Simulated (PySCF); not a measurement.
The group X on SiH2Cl-X is varied. All species are isolated molecules in the gas phase. One relaxed conformer stands for each flexible species; it need not be the lowest. Strings in code marks are SMILES. In the def2 sets, heavy atoms carry core potentials. All members: neutral, multiplicity 1. Level: PBE-D3(BJ)/def2-TZVP // PBE0-D4/def2-TZVP (PySCF). Delta-SCF ions had no search for a lower state.  The removal energy is E(N − 1 electrons) − E(N electrons) at the parent's geometry; ε(HOMO) is measured against the vacuum level.

| species | −ε(HOMO) (eV) | vertical ionisation energy (Delta-SCF) (eV) |
|---|---|---|
| `C[S@@](=O)[SiH2]Cl` (O–S–Si–Cl torsion 174°) | 5.49 | 8.66 |
| `NC(=O)[SiH2]Cl` (H–N–C–Si torsion 0°, O–C–Si–Cl torsion -180°) | 5.89 | 9.21 |
| `CS[SiH2]Cl` (C–S–Si–Cl torsion 64°) | 6.11 | 9.27 |
| `O=C(O)[SiH2]Cl` (Si–C–O–H torsion -180°, O–C–Si–Cl torsion 179°) | 6.65 | 9.89 |
| `B[SiH2]Cl` (H–B–Si–Cl torsion 87°) | 7.05 | withheld |
| `Cl[SiH2]Br` | 7.41 | 10.44 |
| `Cl[SiH2]Cl` | 7.72 | 10.78 |
| `F[SiH2]Cl` | 7.87 | 11.28 |

Q: Fit vertical ionisation energy (Delta-SCF) = a + b·x to the 7 complete rows by least squares, with x = −ε(HOMO) in eV. Give a, b and the rms residual, and predict the withheld value.

A: Means of the 7 rows: x̄ = 6.7343, ȳ = 9.9329 eV. Σ(x − x̄)² = 5.376 and Σ(x − x̄)(y − ȳ) = 5.3192, so b = 0.989 and a = ȳ − b·x̄ = 3.273 eV. The rms residual is 0.126 eV. At x = 7.05 the line gives 10.25 eV. The run for `B[SiH2]Cl` (H–B–Si–Cl torsion 87°) gave 10.14 eV, so the line is off by 0.11 eV, within twice the rms residual.

Codes: PySCF.
